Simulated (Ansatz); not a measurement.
Reaction (ligand exchange at a Ti–S bond): `[F][Ti]([F])([F])[SH]` + NH₃ → `[NH2][Ti]([F])([F])[F]` + H₂S

Isolated molecules relaxed with PBE0-D4/def2-TZVP in Ansatz; ΔE leaves out vibrations. CBS: MP2 limit from def2 TZ/QZ plus the TZ coupled-cluster correction, frozen cores. This one scheme is used for every species. For Ti outer-core shells are correlated without core-valence functions, which leaves a few kJ/mol of doubt a bond. Scalar relativity is left out up to krypton. One conformer a species, not always the lowest.

```csv
species,CCSD(T)/CBS(def2) energy (Eh)
`[F][Ti]([F])([F])[SH]`,-1546.91893
NH₃,-56.50880
`[NH2][Ti]([F])([F])[F]`,-1204.44931
H₂S,-398.97279
```

Question: Work out ΔE.

Answer: ΔE = (-1204.44931) + (-398.97279) − (-1546.91893) − (-56.50880) = 0.00563 Eh = +0.15 eV.

Largest T1 diagnostic among the species: 0.025, so the coupled-cluster value is less sure than usual.

From PBE to PBE0 (25 % exact exchange), in def2-TZVPP and without D4, ΔE moves by −0.04 eV. Leaving LDA and LC-ωPBE aside and taking each functional with its dispersion term where it has one, the values, not all of them listed here, spread over 0.17 eV, from CAM-B3LYP-D4 to B97M-V. LDA lies −0.04 eV from PBE without D4.
